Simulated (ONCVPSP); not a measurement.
**copper: variants of one ONCV potential**

Base potential:

```
Element                 : Cu (Z = 29)
Generator               : ONCVPSP 4.0.1
Type                    : optimised norm-conserving Vanderbilt (ONCV)
Functional              : LDA (Perdew-Wang 92)
Relativity              : scalar-relativistic
Frozen core             : [Ne]
Valence charge          : 19
Reference configuration : 3s2 3p6 3d10 (charge +1)
Partial waves           : 3s: rc 0.95 bohr, ncon 4, nbas 7, qcut 16.7 1/bohr, 3 projectors, debl 1.6 Ha; 3p: rc 1.10 bohr, ncon 4, nbas 8, qcut 13.8 1/bohr, 1 projector; 3d: rc 1.50 bohr, ncon 4, nbas 8, qcut 8.6 1/bohr, 2 projectors, debl 3.2 Ha
Local potential         : polynomial inside 0.60 bohr (lpopt 5, dvloc0 -1 Ha)
Core correction         : Teter function, fcfact 4, rcfact 1.6
```

In the s channel the program set the typed energies aside and used -4.514, 0.250, 1.850 Ha.

All-electron outer shells of the reference configuration (LDA (PZ), scalar-relativistic, ld1.x):

```json
{"shell": "3s", "level (eV)": "-122.84", "outermost node (bohr)": "0.29", "outermost maximum (bohr)": "0.61"}
{"shell": "3p", "level (eV)": "-80.75", "outermost node (bohr)": "0.26", "outermost maximum (bohr)": "0.62"}
{"shell": "3d", "level (eV)": "-14.01", "outermost node (bohr)": "–", "outermost maximum (bohr)": "0.60"}
```

Cutoffs, loose and tight: the cutoffs (Ha) at which the residual kinetic energy of the hardest occupied pseudo-wave falls to 1 and 0.1 mHa per electron. They do not see the model core or the augmentation charge, which bear on the density cutoff. Test errors are all-electron minus pseudo excitation energies from the reference, over the configurations 3s2 3p6 3d10 4s1; 3s2 3p6 3d9; 3s2 3p6 3d8; 3s2 3p5 3d10 4s1. A dash means not determined; rows that change the core or the reference have their own tests.

```tsv
change	outcome	cutoff, loose	cutoff, tight	bound ghosts	GHOST(+) flags above zero	largest test error (meV)
base	generated, projector energies reset by the program	85 Ha	101 Ha	none	s	-351
reference 3s2 3p6 3d10 4s1; wave 3s: rc 0.95 bohr, ncon 4, nbas 7, qcut 16.7 1/bohr, 3 projectors, debl 1.6 Ha becomes 3s+4s: rc 0.95 bohr, ncon 4, nbas 7, qcut 16.7 1/bohr, 3 projectors, debl 1.6 Ha	generated	85 Ha	101 Ha	none	s	+66 over the solved tests; 1 of 4 tests not solved or not reliable
fully relativistic	generated, projector energies reset by the program	85 Ha	101 Ha	none	s	+327
p: nproj 3	generated, projector energies reset by the program	85 Ha	101 Ha	none	s	-356
core correction Teter function, fcfact 4, rcfact 1.18	generated, projector energies reset by the program	85 Ha	101 Ha	none	s	-346
p: ncon 3, nbas 7	generated, projector energies reset by the program	85 Ha	101 Ha	none	s	-348
local potential polynomial inside 0.60 bohr (lpopt 5, dvloc0 5 Ha)	generated, projector energies reset by the program	85 Ha	101 Ha	none	s	-351
local potential polynomial inside 0.95 bohr (lpopt 5, dvloc0 1 Ha)	generated, projector energies reset by the program	85 Ha	101 Ha	none	none	-354
p: qcut 8.5	generated, projector energies reset by the program	85 Ha	154 Ha	none	s	+318
```

Problem. What comes out with this change to the base: s: rc 0.8?

Solution. outcome: failed: ERROR pspot: first pseudo wave function has node, program will stop. Cause: the optimised pseudo-wave of the first projector has a node, so the radial equation cannot be inverted for a potential.
